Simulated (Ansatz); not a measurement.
Pulling on the Al1–O2 bond in AlO (multiplicity 2 held). Energies count from the point at 1.627 Å.


R- and RO- levels are restricted; in cc, def2 and unpolarised 6-31G sets they are followed outwards from rest. Unrestricted levels (U-) break spin symmetry where that is lower. Curves can end on different states.

Cores are frozen in the correlated methods.

Run with Ansatz (Gaussian basis) for Hartree–Fock, density functionals and correlated methods. Values without a source in brackets are computed.

Q: One of these levels gives 150.4 kJ/mol for the energy at R = 6.510 Å. Which?
(A) U-MP2/6-31G
(B) U-HF/6-31G
(C) RO-MP2/6-31G
(D) RO-HF/6-31G

A: B, U-HF/6-31G. The others give 595.4 (RO-HF/6-31G), 402.7 (RO-MP2/6-31G), 271.6 (U-MP2/6-31G)

Doubts at one or more of the structures used: a restricted determinant that unrestricted orbitals would lower (RO-HF/6-31G, RO-MP2/6-31G); a spin-contaminated determinant (U-HF/6-31G, U-MP2/6-31G).

Ansatz is an electronic-structure program.
